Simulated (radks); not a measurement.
Q: The selenium ion Se10+, 24 electrons, occupied as [Ar] 3d6. All-electron calculation, scalar-relativistic Kohn-Sham, LDA (Slater exchange, Perdew-Wang correlation), spin-unpolarised, spherical densities, finite nucleus; Fermi nuclear charge, rms radius 4.14 fm. Program: a radial shooting solver on a logarithmic mesh with Libxc functionals. Some entries of the table are withheld. Estimate them.

orbital  occ.  eigenvalue (hartree)  r(max) (bohr)
1s          2             -467.9962        0.02884
2s          2                   (1)            (2)
2p          6             -61.21721         0.1317
3s          2             -16.17306         0.4921
3p          6             -13.93382            (3)
3d          6                   (4)            (5)
4s          0              -6.33504          1.177
4p          0              -5.61348            (6)
4d          0              -4.49432          1.341

A: 
(1) 2s eigenvalue (hartree): -68.25576
(2) 2s r(max) (bohr): 0.1647
(3) 3p r(max) (bohr): 0.4857
(4) 3d eigenvalue (hartree): -10.27498
(5) 3d r(max) (bohr): 0.4218
(6) 4p r(max) (bohr): 1.236
